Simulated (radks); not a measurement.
Zr2+, 38 electrons, occupied as [Ar] 3d10 4s1.75 4p6 4d2 5d0.25 (fractional occupations, a model configuration).

All-electron calculation, Dirac Kohn-Sham, OLYP, spin-unpolarised, spherical densities, point nucleus; open shells fill j = l - 1/2 first. Program: a radial shooting solver on a logarithmic mesh with Libxc functionals.

Energy parts (eV):
part                       energy
total                  -97937.460
kinetic                101212.580
electron-nucleus      -235706.602
Hartree                 39691.970
exchange-correlation    -3135.408

Orbitals (lengths in bohr, moments of r in powers of bohr; r(max) is where P^2 peaks):
orbital,occ.,eigenvalue (eV),<1/r>,<r>,r(max),small-component weight
1s1/2,2,-17833.19,41.25,0.03707,0.02414,2.12e-02
2s1/2,2,-2488.171,9.342,0.1623,0.1371,4.31e-03
2p1/2,2,-2279.520,9.315,0.1386,0.1070,4.31e-03
2p3/2,4,-2193.679,8.913,0.1430,0.1106,4.18e-03
3s1/2,2,-422.8827,3.164,0.4578,0.4083,1.12e-03
3p1/2,2,-345.1617,3.059,0.4544,0.3962,1.07e-03
3p3/2,4,-331.4618,2.962,0.4648,0.4053,1.03e-03
3d3/2,4,-194.5559,2.761,0.4492,0.3453,9.20e-04
3d5/2,6,-192.0436,2.736,0.4527,0.3480,9.10e-04
4s1/2,1.75,-71.3519,1.123,1.207,1.077,2.36e-04
4p1/2,2,-50.3824,1.006,1.331,1.160,1.96e-04
4p3/2,4,-48.5757,0.9800,1.360,1.184,1.89e-04
4d3/2,2,-18.9715,0.6835,1.933,1.516,9.91e-05
4d5/2,0,-18.8027,0.6779,1.948,1.526,9.78e-05
5d3/2,0.25,-7.0805,0.2375,5.613,5.041,1.89e-05
5d5/2,0,-7.0546,0.2367,5.635,5.066,1.88e-05

The highest occupied level is 5d3/2 at -7.081 eV. The configuration is held as typed, so some empty levels lie below it. The density falls to 0.001 e/bohr^3 at r = 3.67 bohr. Summed over all electrons, <r^2> = 37.89 bohr^2, which gives a Langevin (diamagnetic) susceptibility term of -30 x 10^-6 cm^3/mol.
